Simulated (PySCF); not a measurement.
A side-by-side comparison of computed properties.

First species: C5H8O2Si.
SMILES: `Cc1cc([SiH2]O)co1`

Second species: C₅H₇F₃O.
SMILES: `C[C@@H]1[C@@H](F)[C@H]1OC(F)F`

Levels: B3LYP/def2-SVPD for dipole moment, HOMO energy, LUMO energy, HOMO–LUMO gap, static isotropic polarisability and electronic spatial extent ⟨r²⟩ about the centre of nuclear charge; TDDFT B3LYP/def2-SVPD for lowest singlet excitation; TDA B3LYP/def2-SVPD for lowest triplet excitation (Tamm–Dancoff); GFN2-xTB for rotational constant A and rotational constant C. Geometries: GFN2-xTB. All species are isolated and taken at one optimised geometry, non-relativistic unless stated. Electronic properties by PySCF.

Dipoles, sizes and rotational constants follow the conformer. The torsions of the flexible species, by atom-mapped SMILES:
- `[CH3:1][c:2]1[cH:3][c:4]([SiH2:5][OH:6])[cH:7][o:8]1`: C3–C4–Si5–O6 166°, H–O6–Si5–C4 -56°
- `[CH3:1][C@@H:2]1[C@@H:3]([F:4])[C@H:5]1[O:6][CH:7]([F:8])[F:9]`: C3–C5–O6–C7 -72°, C5–O6–C7–F8 -68°

```csv
property,column X,column Y
dipole moment,3.73 D,1.85 D
HOMO energy,-8.05 eV,-6.31 eV
LUMO energy,0.26 eV,-0.34 eV
HOMO–LUMO gap,8.31 eV,5.97 eV
lowest singlet excitation,7.21 eV,5.33 eV
lowest triplet excitation (Tamm–Dancoff),6.92 eV,3.90 eV
static isotropic polarisability,66.0 au,90.0 au
electronic spatial extent ⟨r²⟩ about the centre of nuclear charge,1389 bohr²,1460 bohr²
rotational constant A,2.959 GHz,5.545 GHz
rotational constant C,0.821 GHz,0.769 GHz
```

(1) Which column belongs to which species?

(2) How does each property change from the first species to the second?

Answers

(1) Column X is the second species and column Y the first. The first has 16 atoms and 68 electrons, the second 16 and 72.

(2) dipole moment +1.88 D; HOMO energy -1.74 eV; LUMO energy +0.60 eV; HOMO–LUMO gap +2.34 eV; lowest singlet excitation +1.88 eV; lowest triplet excitation (Tamm–Dancoff) +3.02 eV; static isotropic polarisability -24.0 au; electronic spatial extent ⟨r²⟩ about the centre of nuclear charge -71 bohr²; rotational constant A -2.586 GHz; rotational constant C +0.052 GHz.

On the first: The principal polarisabilities are 65.9, 86.7 and 117.2 au; their mean is the isotropic value. The polarisability is 13.33 Å³ as a volume (1 au = 0.148185 Å³), or 1.32 au for each of the 68 electrons.

On the second: The principal polarisabilities are 58.4, 61.0 and 78.6 au; their mean is the isotropic value. S1 lies 1.10 eV below the HOMO–LUMO gap; its leading configuration is HOMO→LUMO, weight 0.84.
